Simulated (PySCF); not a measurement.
**SiAs⁻: frontier orbitals**

PBE0 at R = 2.100 Å; basis Si def2-TZVPPD, As def2-TZVPPD; no relativity; PySCF 2.14. State: ¹Σ⁺ (singlet), closed shell. Only the outer orbitals are listed, counted within each symmetry.

```tsv
orbital	occ.	ε (eV)	on Si (%)	main shells (%)
10σ	2	-10.62	26	71 As s, 21 Si s
11σ	2	-5.22	63	62 Si s, 23 As s, 14 As p
12σ	2	-1.00	55	47 Si p, 36 As p, 9 As s
5π	2	-0.89	45	56 As p, 41 Si p
5π	2	-0.89	45	56 As p, 41 Si p
6π	0	3.47	63	45 Si p, 24 As p, 18 Si d
6π	0	3.47	63	45 Si p, 24 As p, 18 Si d
```

Question: Which are the highest filled and the lowest empty level, where do they sit, and how wide is the gap?

Answer: Highest filled 5π at -0.89 eV (in %: 56 As p, 41 Si p); lowest empty 6π at 3.47 eV (in %: 45 Si p, 24 As p, 18 Si d); the gap at PBE0 is 4.36 eV. An empty level above zero is unbound, and its energy depends on the basis.

The bond order (Mayer) is 2.90 and the ⟨S²⟩ is 0.000. The charge on Si (Mulliken, basis-dependent) is -0.69 and the charge on Si (Löwdin, basis-dependent) is -0.77. The dipole moment (positive dipole points towards As; it is taken about the centre of mass and depends on that origin) is 1.79 D. The polarisability along the bond is 139.6 bohr³ and the polarisability across the bond is 77.6 bohr³.
